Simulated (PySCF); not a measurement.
Species: CH₁₁NSi₃.
Geometry (GFN2-xTB, Å), atoms numbered from 1 in this order:
```xyz
16
CH11NSi3 angstrom
Si    -2.159    0.559    0.605
C     -1.139   -0.117   -0.845
Si     0.230   -1.340   -0.379
N      1.284   -0.616    0.793
Si     2.159    0.876    0.731
H     -3.226    1.421    0.077
H     -2.781   -0.545    1.342
H     -1.325    1.349    1.511
H     -0.698    0.721   -1.385
H     -1.807   -0.609   -1.552
H      0.977   -1.730   -1.588
H     -0.314   -2.538    0.271
H      1.617   -1.257    1.494
H      3.396    0.749   -0.054
H      1.291    1.877    0.117
H      2.487    1.208    2.119
```

The closed-shell SCF was solved with PySCF and density fitting under several settings on one GFN2-xTB geometry (grid level 2 and gas phase unless stated).

| settings | basis functions | SCF cycles | E (Eh) | HOMO (eV) | LUMO (eV) | dipole (D) |
| --- | --- | --- | --- | --- | --- | --- |
| PBE0/pcSseg-1 | 161 | 12 | -967.4596 | -7.34 | 0.28 | 0.54 |
| CAM-B3LYP/def2-SVPD | 200 | 12 | -967.6177 | -8.72 | 0.84 | 0.50 |

Problem. Estimate the rows for these settings: (1) BLYP/def2-SVPD, energy threshold 1e-06 Eh; (2) BHandHLYP/STO-3G.

Solution. 
```
                                 settings  basis functions  SCF cycles     E (Eh)  HOMO (eV)  LUMO (eV)  dipole (D)
BLYP/def2-SVPD, energy threshold 1e-06 Eh              200           8  -967.5681      -5.92      -0.67        0.49
                         BHandHLYP/STO-3G               48          10  -956.6876      -4.91       9.31        0.44
```

Problem. Over all rows, what range does the HOMO–LUMO gap span?

Solution. From 5.25 eV (BLYP/def2-SVPD, energy threshold 1e-06 Eh) to 14.22 eV (BHandHLYP/STO-3G). The functional of the narrowest has no exact exchange, that of the widest 50 % exact exchange.

Cycle counts include a coarse-grid stage where the run had one.

One conformer stands for the species.
